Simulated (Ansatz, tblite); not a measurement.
Cost and result up the ladder for (H3Sn)2S (Sn₂H₆S) (9 atoms). Total charge 0; singlet. Geometry: r2SCAN-D4/def2-SVP.

Cartesian coordinates in Å:
```
Sn -1.076 -1.082 1.050
H -1.696 -1.909 -0.317
H -2.164 -1.147 2.366
H 0.459 -1.720 1.475
S -0.841 1.283 0.531
Sn 1.028 1.156 -1.020
H 1.125 2.704 -1.735
H 2.461 0.771 -0.161
H 0.703 -0.056 -2.191
```

Ansatz on 4 threads of Arm Neoverse V1 on a shared host; xTB runs through tblite on one thread. Times are rough, summed over both states, and most runs start from the orbitals of an earlier one. PBE0-D4/def2-TZVP serves as the yardstick here, not as an exact answer. The other state is a triplet.

In the def2 sets Sn takes a core potential; there is no spin–orbit coupling. The xTB rows come from tblite.

xTB has no spin-polarisation term.

```json
{"level": "r2SCAN-D4/def2-TZVP", "functions": "173", "vertical triplet (eV)": "4.31", "difference from PBE0-D4/def2-TZVP (eV)": "-0.04"}
{"level": "GFN1-xTB", "functions": "39", "vertical triplet (eV)": "5.18", "difference from PBE0-D4/def2-TZVP (eV)": "0.84"}
{"level": "PBE-D4/def2-TZVP (with forces)", "functions": "173", "vertical triplet (eV)": "4.13", "difference from PBE0-D4/def2-TZVP (eV)": "-0.21"}
{"level": "PBE0-D4/def2-TZVP", "functions": "173", "vertical triplet (eV)": "4.34", "difference from PBE0-D4/def2-TZVP (eV)": "0.00"}
{"level": "GFN2-xTB", "functions": "33", "vertical triplet (eV)": "4.17", "difference from PBE0-D4/def2-TZVP (eV)": "-0.17"}
```

Estimate how long each takes.

GFN2-xTB 0.009 s; GFN1-xTB 0.01 s; PBE-D4/def2-TZVP (with forces) 5.4 s; PBE0-D4/def2-TZVP 9.4 s; r2SCAN-D4/def2-TZVP 12 s. On shared hardware such times vary by a factor of up to 3.
